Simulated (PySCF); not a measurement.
Vertical excitations of a molecule C₄H₅BO from PySCF with TDDFT-PBE/def2-SVPD, as energy in eV (oscillator strength): 2.95 (0.024), 3.71 (0.000), 4.22 (0.002), 5.03 (0.000), 5.14 (0.000), 5.38 (0.037), 5.73 (0.011), 6.38 (0.000), 6.46 (0.000), 6.60 (0.045). Lowest triplet (TDA): 2.68 eV. Geometry optimised at r2SCAN-D4/def2-SVP. The values are those of a single conformer.

Task: Which structure fits?
(A) C=CB1C=CO1
(B) C#CB(C)C=O
(C) O=CB1C=CC1
(D) C#CB1COC1

Result: D, C#CB1COC1
